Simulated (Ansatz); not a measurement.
Molecule: sum formula SiNH2F2, charge 0, multiplicity 2. It need not be the lowest isomer of its formula. 
Geometry from a B3LYP-D3(BJ)/def2-TZVP (Ansatz, a quantum-chemistry and plane-wave program) optimisation:
```
N
H 1 1.0097
H 1 1.0097 2 111.44
Si 1 1.7105 2 119.54 3 -146.23
F 4 1.6015 1 107.05 2 -166.60
F 4 1.6015 5 108.96 1 -115.44
```
Charge 0, spin multiplicity 2.

Basis-set convergence of Hartree-Fock and CCSD(T) correlation energies (hartree) with Ansatz. Cores are frozen in the correlated levels unless marked. UHF or UKS for open shells. Spin-orbit coupling is left out. No relativistic terms.

```json
[
 {"basis": "cc-pV(D+d)Z", "functions": "75", "E(HF)": "-543.55113", "E(corr, CCSD(T))": "-0.64882"},
 {"basis": "cc-pV(T+d)Z", "functions": "157", "E(HF)": "-543.67502", "E(corr, CCSD(T))": "-0.84763"},
 {"basis": "cc-pV(Q+d)Z", "functions": "289", "E(HF)": "-543.70390", "E(corr, CCSD(T))": "-0.91739"}
]
```

Extrapolating the two largest sets (X = 3 and 4) as X^-3: E(corr) = (64·(-0.91739) - 27·(-0.84763))/37 = -0.9683 Eh, an estimate of the basis-set limit. The largest set recovers 94.7 % of it, the smallest 67.0 %.
